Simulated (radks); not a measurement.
Results of a calculation; reference values are marked as such.
Fractional charge and spin in the 5s shell of xenon: the spin-up occupation runs from 0 to 1 and the spin-down occupation from 0 to 1; the fullest corner is Xe+, [Kr] 4d10 5p(up 2.5, down 2.5) 5s(up 1, down 1). Code: a radial shooting solver on a logarithmic mesh with Libxc functionals. Model: scalar-relativistic Kohn-Sham, r2SCAN, spin-polarised, spherical densities, finite nucleus; meta-GGA in the generalised Kohn-Sham scheme; Fermi nuclear charge, rms radius of each element as measured or else 0.836 A^(1/3) + 0.57 fm. Energy (eV) minus the two flat planes that join the four corners (they meet along the diagonal where the two added fractions sum to one electron); zero is where a piecewise linear energy would lie.

down \ up       0     0.5       1
0           0.000  -1.346   0.000
0.5        -1.346   0.384  -1.258
1           0.000  -1.258   0.000

Corners above the fullest one (they belong to Xe2+ and the next ion): (up 1, down 0) 34.768 eV, (up 0, down 1) 34.768 eV, (up 0, down 0) 81.496 eV. With half an added electron in each spin the energy lies 0.384 eV from the planes, and with half an added electron in spin up alone -1.346 eV. The planes are only a guide here: the flat-plane condition holds for ground states with one frontier orbital, while this shell lies below other occupied shells, so the corners above the fullest one are inner-hole states and not the ground states of those ions.
